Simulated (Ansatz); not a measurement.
Species: C₄H₃N, SMILES `N=C=C1C=C1` (charge 0, multiplicity 1).

Q: Give a relaxed geometry from B3LYP-D3(BJ)/def2-TZVP in Ansatz (an electronic-structure program).

A: the end point of this relaxation (outside a Z-matrix the atoms follow the SMILES, hydrogens last).
Bonds (Å): N1–C2 1.240, N1–H6 1.023, C2–C3 1.286, C3–C4 1.463, C3–C5 1.463, C4–C5 1.298, C4–H7 1.075, C5–H8 1.075. Angles (°): C2–N1–H6 113.5, N1–C2–C3 170.4, C2–C3–C4 153.5, C2–C3–C5 153.4, C4–C3–C5 52.7, C3–C4–C5 63.7, C3–C4–H7 146.1, C5–C4–H7 150.3, C3–C5–C4 63.7, C3–C5–H8 146.1, C4–C5–H8 150.2.
